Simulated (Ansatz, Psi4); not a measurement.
Here is a job for Ansatz (a quantum-chemistry and plane-wave program).
Ansatz 0.2 input:
```yaml
crystal:
  periodic: [false, false, false]
  atoms:
    - {symbol: Cs, position_ang: [-0.89640000, -0.79160000, -0.84180000]}
    - {symbol: Cl, position_ang: [0.89640000, 0.79160000, 0.84180000]}
basis:
  gaussian:
    orbitals: def2-SVPD
hamiltonian:
  xc: pbe
total_charge: -1
magnetization: {spin_polarized: true, initial_magnetization: 1}
accuracy: high
```

Q: Convert this to an input for Psi4.

A: One answer among several that fit: 
```
memory 2 GB

molecule mol {
-1 2
Cs   -0.896400   -0.791600   -0.841800
Cl    0.896400    0.791600    0.841800
}

set {
  basis def2-svpd
  reference uks
  scf_type pk
  puream true
  d_convergence 1e-8
  dft_radial_points 99
  dft_spherical_points 590
}

energy('pbe')
print_variables()
```

Both were run: Ansatz gave -480.133454 Eh and Psi4 -480.133454 Eh, 0.000 mEh apart.
